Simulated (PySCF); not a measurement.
**How methods differ on the excitation energy of Ni⁺**

Ni⁺ [Ar] 3d9 (2D) → Ni⁺ [Ar] 3d8 4p1 (high-spin determinant), as a difference of total energies. All numbers are calculated (PySCF 2.14, no relativity, point nucleus, in def2-TZVPPD (6s6p4d2f1g, 67 functions)). Correlated levels: valence: [Ar] frozen; valence and next inner shell: [Ne] frozen. The calculations carry no spin-orbit coupling.

| method | excitation energy (eV) |
| --- | --- |
| UHF | 4.325 |
| LDA | 7.429 |
| PBE | 6.863 |
| PBE0 | 6.430 |
| r2SCAN | 6.108 |
| r2SCANh | 6.023 |
| HSE06 | 6.410 |
| CAM-B3LYP | 6.733 |
| BP86 | 6.875 |
| MP2 (valence) | 7.059 |
| SCS-MP2 (valence) | 6.877 |
| MP2 (valence and next inner shell) | 7.726 |
| SCS-MP2 (valence and next inner shell) | 7.363 |

Problem. How much does correlation contribute at MP2 (valence and next inner shell)?

Solution. 7.726 − (4.325) = 3.401 eV, measured against UHF.

A first-order spin-orbit estimate (lowest level to lowest level, LS coupling) adds -0.026 eV.

The determinant of the upper state mixes LS terms, which raises its energy above the lowest term, most at the Hartree-Fock and MP2 levels.
